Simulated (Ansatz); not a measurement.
One geometry of the cluster InN₂, several levels of theory.

```yaml
crystal:
  periodic: [false, false, false]
  atoms:
    - {symbol: In, position_ang: [-1.808324, 0.403245, -0.150126]}
    - {symbol: N, position_ang: [1.024190, 0.342295, 0.090014]}
    - {symbol: N, position_ang: [0.784134, -0.745540, 0.060112]}
basis:
  gaussian: {orbitals: def2-TZVP, initial_orbitals: start.molden}
magnetization: {spin_polarized: true, initial_magnetization: 1}
hamiltonian: {xc: pbe0, dispersion: d4}
output: {orbitals: {seedname: orbitals}}
```

The file start.molden holds the orbitals of an earlier run on this structure, at another level or in another basis.

```sh
$ ansatz run in.yaml --threads 4 --pin off --events-out ev --progress --plain --max-ram 3916MiB
```

It prints (some lines left out):

```
Functional definition: PBE0
791 factors; their error is unknown
mean field evaluation 1: about -8090.9293 eV, gradient 8.0e1 eV
mean field evaluation 2: about -8114.9199 eV, gradient 4.0e1 eV
mean field evaluation 4: about -8148.0947 eV, gradient 1.5e1 eV
mean field evaluation 8: about -8151.4097 eV, gradient 2.3e-1 eV
mean field evaluation 16: about -8151.4099 eV, gradient 1.0e-5 eV
mean field evaluation 32: about -8151.4099 eV, gradient 2.4e-4 eV
mean field -8151.40985158 eV, -299.5587868214 hartree, gradient 1.0e-5 eV, S^2 0.752922; 7 other end points of the search recorded, 0 dependent functions left out
reference -8151.40988682 eV, -299.5587881167 hartree; 18, 17 occupied and 94, 95 virtual orbitals, 791 factors
Total energy: -8151.46459351 eV, -299.5607985505 hartree
```

It took 3 s on 4 threads of Intel Xeon Platinum 8488C on a shared host.

The first input with `hamiltonian: {xc: {name: BLYP}, dispersion: d4}`, `scf: {omitted_lower_state_checks: [starts]}` (abridged; 0.95 s):

```
Functional definition: BLYP
mean field -8153.72125128 eV, -299.6437291939 hartree, gradient 1.1e-5 eV, S^2 0.751047
Total energy: -8153.86584767 eV, -299.6490430129 hartree
Checks for a lower state left out: starts
```

As the first input, with `gaussian: {orbitals: def2-TZVPD, initial_orbitals: start.molden}`, `scf: {omitted_lower_state_checks: [starts]}` (abridged; 1.2 s):

```
Functional definition: PBE0
mean field -8151.42610122 eV, -299.5593839847 hartree, gradient 1.4e-5 eV, S^2 0.752936
Total energy: -8151.48084264 eV, -299.5613956950 hartree
Checks for a lower state left out: starts
```

First input, but with `hamiltonian: {xc: r2scan, dispersion: d4}`, `scf: {omitted_lower_state_checks: [starts]}` (abridged; 1.6 s):

```
Functional definition: r2SCAN
mean field -8155.16752028 eV, -299.6968785993 hartree, gradient 1.4e-5 eV, S^2 0.755722
Total energy: -8155.18063994 eV, -299.6973607378 hartree
Checks for a lower state left out: starts
```

Geometry: r2SCAN-D4/def2-TZVP.

In the def2 sets In takes a core potential; there is no spin–orbit coupling. The structure comes from a short search, and lower isomers may exist.
